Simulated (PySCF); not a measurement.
# What a mistake does to a calculation on H5O2Si2

All numbers below are calculated, not measured. The program is PySCF 2.14.0, an open-source quantum chemistry code, run on an isolated molecule that a program drew, which may never have been made. The molecule is H5O2Si2 (charge 0, doublet), drawn as the SMILES string `O[SiH][SiH2]O`.

Each row is a Hartree-Fock (HF) and frozen-core CCSD(T) single point in the cc-pV(D+d)Z basis, meant for a local HF minimum. Run 1 is clean. Each other run has one planted mistake out of seven kinds, and not every kind appears here: one electron removed, one electron added, multiplicity raised by two, geometry at a saddle point, minimal basis STO-3G, one bond length entered in bohr, all coordinates scaled. The reference is restricted for singlets and unrestricted otherwise, and also for a bond in bohr. Adding or removing an electron swaps singlet and doublet. Electrons count all cores. HOMO and LUMO are orbital energies over both spins, the gradient is its largest component, and the lowest frequency (negative if imaginary) is given only where the gradient is small. Bond lengths are over the 8 bonds as drawn. T1 is the CCSD diagnostic: over 0.02 (restricted) or 0.045 (unrestricted) a single reference is doubtful.

Geometry of the clean run:
```xyz
9
H5O2Si2, angstrom
O    -1.3617    0.8947   -1.1006
Si   -1.0911   -0.7278   -0.8653
Si    1.1926   -1.3161   -0.6788
O     1.8321   -0.7208    0.7327
H    -0.9886    1.5075   -0.4846
H    -1.7639   -1.4096   -1.9955
H     2.0311   -0.7442   -1.7519
H     1.2772   -2.7973   -0.7223
H     1.4900   -1.0375    1.5551
```

| run | electrons | basis functions | <S^2> | HOMO (eV) | LUMO (eV) | gradient (hartree/bohr) | lowest frequency (cm^-1) | mean bond (Å) | longest bond (Å) | T1 | HF (hartree) | CCSD(T) (hartree) | mistake |
|---|---|---|---|---|---|---|---|---|---|---|---|---|---|
| 1 | 49 | 99 | 0.760 | -8.33 | 1.43 | 3.2e-05 | 61 | 1.5026 | 2.366 | 0.0157 | -730.55478 | -731.16460 | no fault |
| 2 | 49 | 99 | 1.546 | -8.48 | 1.27 | 1.2e-02 | - | 1.6677 | 2.805 | 0.0443 | -730.44274 | -731.04630 | one bond length entered in bohr |
| 3 | 49 | 99 | 0.759 | -8.54 | 1.16 | 4.3e-02 | - | 1.5793 | 2.486 | 0.0172 | -730.53425 | -731.15359 | all coordinates scaled |
| 4 | 49 | 99 | 3.762 | -4.55 | -1.71 | 3.4e-02 | - | 1.5026 | 2.366 | 0.0285 | -730.34633 | -730.96008 | ? |
| 5 | 48 | 99 | 0.000 | -16.80 | -6.48 | 5.9e-02 | - | 1.5026 | 2.366 | 0.0202 | -730.28197 | -730.89492 | ? |

**Which mistake was planted in run 4, and what did it cost?**

Electrons, basis and geometry are unchanged, and <S^2> is 3.762, beside S(S+1) = 3.75 for a multiplicity of 4. So the mistake is: multiplicity raised by two. Subtracting run 1 and multiplying by 627.51 kcal/mol a hartree, the energy moved by 130.8 kcal/mol in HF and 128.3 kcal/mol in CCSD(T).

**Which mistake was planted in run 5, and what did it cost?**

It counts 48 electrons, one fewer than the clean run, at the same geometry and basis. So the mistake is: one electron removed. Subtracting run 1 and multiplying by 627.51 kcal/mol a hartree, the energy moved by 171.2 kcal/mol in HF and 169.2 kcal/mol in CCSD(T).

Cautions from the logs. Run 5: T1 is over the limit, so its CCSD(T) energy is less reliable.
